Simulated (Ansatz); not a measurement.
```yaml
crystal:
  periodic: [false, false, false]
  atoms:
    - {symbol: Cu, position_ang: [1.107855, 1.020191, 0.166347]}
    - {symbol: Cu, position_ang: [-1.107873, -1.020219, -0.166061]}
    - {symbol: Br, position_ang: [-1.289398, 1.335486, 0.046042]}
    - {symbol: Br, position_ang: [1.289274, -1.335673, -0.044071]}
    - {symbol: Br, position_ang: [-2.466689, -2.856235, -0.426473]}
    - {symbol: Br, position_ang: [2.466831, 2.856449, 0.424216]}
basis:
  gaussian: {orbitals: def2-TZVPD, initial_orbitals: start.molden}
total_charge: -1
magnetization: {spin_polarized: true, initial_magnetization: 1}
hamiltonian: {xc: pbe0, dispersion: d4}
scf: {omitted_lower_state_checks: [starts]}
output: {orbitals: {seedname: orbitals}}
```

The file start.molden holds the orbitals of an earlier run on this structure, at another level or in another basis.

```sh
$ ansatz run in.yaml --threads 4 --pin off --events-out ev --progress --plain --max-ram 4787MiB
```

(1) Does this run fit into the memory that it is given?

## Answers

(1) No. It has 324 basis functions, and Ansatz plans for 6 GiB where 5 GiB are given.
